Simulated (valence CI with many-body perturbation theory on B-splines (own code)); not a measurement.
Values are calculated unless marked as measured or tabulated.
Er XVIII: magnetic and hyperfine properties of the levels

Method: relativistic CI+MBPT: five valence electrons over a frozen Dirac-Fock core [Kr] 4d10, radial functions for each j: 7 s, 7 p, 7 d, 7 f, 4 g, 2 h, with the one-electron correlation potential Σ1 (screened to all orders), the two-electron term Σ2, the three-electron term Σ3, Breit, model QED; selected single and double excitations, second order for the rest, scaled by the run's own slope (own B-spline code, finite nucleus).

No measured spectrum was set against this ion. As an estimate, terms of the open shell hold to a few per cent of their energy, and close levels can change places. Among the levels kept, up to 1100 cm⁻¹ of a level comes from second order outside the variational space, and about a tenth of that is noise between levels of different J, which matters for small intervals.

A/g_I is the dipole constant over the nuclear g factor μ/I (μ in nuclear magnetons, uniformly magnetised nucleus), B/Q the quadrupole constant per barn. Both hold the static response of the core; the bare values leave it out. Large factors of s and p1/2 electrons are usually good to 5 to 10 %; those of open d and f shells near neutrality can be off by tens of per cent, and small factors of p3/2, d and f electrons come from cancelling terms and can be off by a factor of two or in sign, in half-filled shells by more. B is blank for J = 1/2, where it vanishes, and for nearly pure S terms. Energies count from the lowest level.

Names give the largest LS component (configuration and term), which can be under half, so a name can repeat, a term be missing and a line seem to break the LS rules; names also repeat where a configuration has a term twice. Letters in brackets count levels of one name in rising energy.

| Level | E (eV) | g | A/g_I (MHz) | A/g_I bare | B/Q (MHz/b) | B/Q bare |
| --- | --- | --- | --- | --- | --- | --- |
| 4f⁵ ⁶H°_5/2 | 0.0000 | 0.321 | 3320 | 2470 | -1950 | -1630 |
| 4f⁵ ⁶H°_7/2 | 0.4610 | 0.836 | 1880 | 1720 | -1650 | -1390 |
| 4f⁵ ⁶H°_9/2 | 0.9495 | 1.069 | 1250 | 1410 | -1690 | -1430 |
| 4f⁵ ⁶H°_11/2 | 1.439 | 1.194 | 933 | 1270 | -1920 | -1640 |
| 4f⁵ ⁶F°_1/2 | 1.752 | -0.619 | 6830 | 4940 |  |  |
| 4f⁵ ⁶F°_3/2 | 1.790 | 1.035 | 1630 | 1820 | -213 | -177 |
| 4f⁵ ⁶H°_13/2 | 1.915 | 1.268 | 771 | 1210 | -2320 | -1990 |
| 4f⁵ ⁶F°_5/2 | 1.916 | 1.270 | 857 | 1330 | -245 | -212 |
| 4f⁵ ⁶F°_7/2 | 2.291 | 1.371 | 445 | 1020 | 111 | 75.3 |
| 4f⁵ ⁶H°_15/2 | 2.362 | 1.312 | 695 | 1210 | -2830 | -2430 |
| 4f⁵ ⁶F°_9/2 | 2.772 | 1.418 | 277 | 902 | 571 | 454 |
| 4f⁵ ⁶F°_11/2 | 3.289 | 1.440 | 222 | 878 | 1120 | 916 |
| 4f⁵ ⁴G°_5/2 [a] | 4.009 | 0.812 | 2170 | 2040 | -1780 | -1500 |
| 4f⁵ ⁴F°_3/2 [a] | 4.450 | 0.462 | 3040 | 2400 | -150 | -126 |
| 4f⁵ ⁴M°_15/2 | 4.529 | 0.902 | 1790 | 1750 | 1340 | 1100 |
| 4f⁵ ⁴G°_7/2 [a] | 4.893 | 1.063 | 1360 | 1540 | -1630 | -1390 |
| 4f⁵ ⁴I°_9/2 [a] | 4.909 | 0.754 | 2160 | 1910 | -1260 | -1050 |
| 4f⁵ ⁴I°_11/2 [a] | 4.999 | 0.893 | 1810 | 1750 | -765 | -647 |
| 4f⁵ ⁴K°_13/2 [a] | 5.023 | 0.957 | 1660 | 1690 | -213 | -199 |
| 4f⁵ ⁴M°_17/2 | 5.320 | 0.994 | 1520 | 1600 | 1840 | 1530 |
| 4f⁵ ⁴P°_5/2 [a] | 5.485 | 1.280 | 935 | 1450 | -1300 | -1100 |
| 4f⁵ ⁴I°_15/2 [a] | 5.681 | 1.055 | 1350 | 1500 | -354 | -320 |
| 4f⁵ ⁴G°_9/2 [a] | 5.789 | 1.160 | 1080 | 1380 | -1320 | -1140 |
| 4f⁵ ⁴F°_5/2 [a] | 5.840 | 1.100 | 1230 | 1450 | -55.4 | -55.6 |
| 4f⁵ ⁴M°_19/2 | 5.892 | 1.071 | 1320 | 1510 | 2010 | 1660 |
| 4f⁵ ⁴L°_13/2 | 6.127 | 0.935 | 1630 | 1620 | -572 | -474 |
| 4f⁵ ²P°_1/2 [a] | 6.160 | 0.324 | 4550 | 4000 |  |  |
| 4f⁵ ⁶P°_3/2 | 6.170 | 1.979 | -1690 | -401 | 261 | 209 |
| 4f⁵ ⁴L°_15/2 | 6.267 | 1.034 | 1420 | 1550 | -50.3 | -52.9 |
| 4f⁵ ⁴M°_21/2 | 6.286 | 1.125 | 1210 | 1480 | 2050 | 1690 |
| 4f⁵ ⁴K°_11/2 [a] | 6.313 | 0.867 | 1800 | 1690 | -1100 | -903 |
| 4f⁵ ⁴G°_11/2 [a] | 6.507 | 1.186 | 1010 | 1350 | -183 | -175 |
| 4f⁵ ⁴F°_7/2 [a] | 6.560 | 1.241 | 819 | 1220 | 151 | 105 |
| 4f⁵ ⁴L°_17/2 | 6.671 | 1.074 | 1310 | 1500 | -37.8 | -46.6 |
| 4f⁵ ⁴K°_13/2 [b] | 6.673 | 0.982 | 1560 | 1630 | -1090 | -901 |
| 4f⁵ ⁴H°_7/2 [a] | 6.856 | 0.812 | 1890 | 1690 | -39.0 | -31.0 |
| 4f⁵ ⁴F°_7/2 [b] | 6.910 | 1.336 | 443 | 944 | 844 | 694 |
| 4f⁵ ⁴F°_9/2 [a] | 6.938 | 1.130 | 1170 | 1440 | 469 | 380 |
| 4f⁵ ⁴D°_3/2 [a] | 7.045 | 1.431 | 225 | 868 | -54.3 | -36.4 |
| 4f⁵ ⁶P°_5/2 | 7.054 | 1.546 | 1.31 | 821 | -1270 | -1070 |

Task: Take the isotope of mass number 167, with I = 7/2, μ = -0.5623 μN and Q = 3.57 b. What is the hyperfine structure of 4f⁵ ⁶H°_7/2?

Result: From the table A = -302 MHz, B = -5900 MHz. Shifts from the centre of gravity in MHz: F = 0: 1600, F = 1: 1900, F = 2: 2380, F = 3: 2790, F = 4: 2790, F = 5: 1880, F = 6: -532, F = 7: -5170.
